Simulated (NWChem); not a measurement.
Electron attachment to BiCl3

SMILES: [Cl][Bi]([Cl])[Cl]
```xyz
4

Bi     0.0021     0.4468     0.0000
Cl    -1.0836    -0.7221     1.8710
Cl    -1.0836    -0.7221    -1.8710
Cl     2.1570    -0.7374     0.0000
```
Charge 0, spin multiplicity 1.

The numbers come from NWChem runs, not from measurements. All single points use one geometry, from PBE0/def2-SVP with def2 effective core potentials on Bi, a minimum by its harmonic frequencies.

Basis set: def2-SVPD. −ε marks an orbital energy of the parent. The basis adds only a small set of diffuse functions.

Effective core potentials replace the inner electrons of Bi; spin-orbit coupling is left out. B3LYP has NWChem's definition, with VWN1-RPA local correlation. The structure started from a generated list of species.

Question: For the vertical electron affinity, −ε(LUMO) of HF gives -0.10 eV and −ε(LUMO) of LDA (SVWN5) gives 3.69 eV. What do −ε(LUMO) of B3LYP, −ε(LUMO) of PBE, −ε(LUMO) of BLYP give?

Answer: −ε(LUMO) of B3LYP: 3.00 eV; −ε(LUMO) of PBE: 3.47 eV; −ε(LUMO) of BLYP: 3.37 eV.
